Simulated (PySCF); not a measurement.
## Correlation energy of C⁺ (carbon, charge +1)

[He] 2s2 2p1, 2P determinant. Computed with PySCF 2.14 in ANO-RCC-VTZP, with the spin-free X2C one-electron Hamiltonian (Gaussian nucleus). Frozen: 1s2; 3 electrons correlated.

| level | correlation energy (mhartree) |
| --- | --- |
| CCSD | -75.25 |
| (T) | -1.17 |
| CCSD(T) | -76.42 |
| CCSDT | -76.75 |
| FCI | -76.75 |

Diagnostics: T1 = 0.0097, D1 = 0.0183, largest double amplitude 0.132, weight of the Hartree-Fock determinant in FCI 0.9411 (11774 determinants).

Task: Is a single reference adequate?

Result: Mostly. T1 lies below 0.03, but a double amplitude of this size points to a near-degeneracy that CCSD handles and MP2 describes poorly.
